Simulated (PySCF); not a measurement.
From one molecule to another.

First species: C5H13FOSi2.
InChI=1S/C5H13FOSi2/c1-2-7-9-3-5(6)8-4-9/h5,9H,2-4,8H2,1H3/t5-,9-/m0/s1

Second species: C₄H₂F₃NS.
Structure used (GFN2-xTB), in Å, numbered top down from 1:
```
atom  x, y, z in Å
C1    -1.153   -0.599    0.091
C2    -0.840    0.459   -0.653
C3    -1.842    1.334   -1.143
N4    -2.663    2.031   -1.531
S5     0.774    1.001   -1.180
C6     1.863   -0.287   -0.461
F7     1.580   -1.508   -0.914
F8     3.116   -0.010   -0.791
F9     1.790   -0.333    0.869
H10   -2.187   -0.793    0.322
H11   -0.434   -1.292    0.486
```

Levels: PBE0/pcSseg-1 for HOMO energy, LUMO energy and HOMO–LUMO gap. Geometries: GFN2-xTB. All species are isolated and taken at one optimised geometry, non-relativistic unless stated. Electronic properties by PySCF.

Dipoles, sizes and rotational constants follow the conformer. The torsions of the flexible species, by atom-mapped SMILES:
- `[CH2:1]=[C:2]([C:3]#[N:4])[S:5][C:6]([F:7])([F:8])[F:9]`: C1–C2–S5–C6 1°, C2–S5–C6–F7 60°

The conformers of `CCO[Si@@H]1C[SiH2][C@H](F)C1` aren't listed.

Values for the first species:

* HOMO energy: -7.85 eV
* LUMO energy: 0.49 eV
* HOMO–LUMO gap: 8.34 eV

Q: Estimate the same properties for the second species, and the change in each.

A: 
```json
{"property": "HOMO energy", "first": "-7.85 eV", "second": "-7.91 eV", "second less first": "-0.06 eV"}
{"property": "LUMO energy", "first": "0.49 eV", "second": "-2.01 eV", "second less first": "-2.50 eV"}
{"property": "HOMO–LUMO gap", "first": "8.34 eV", "second": "5.90 eV", "second less first": "-2.44 eV"}
```

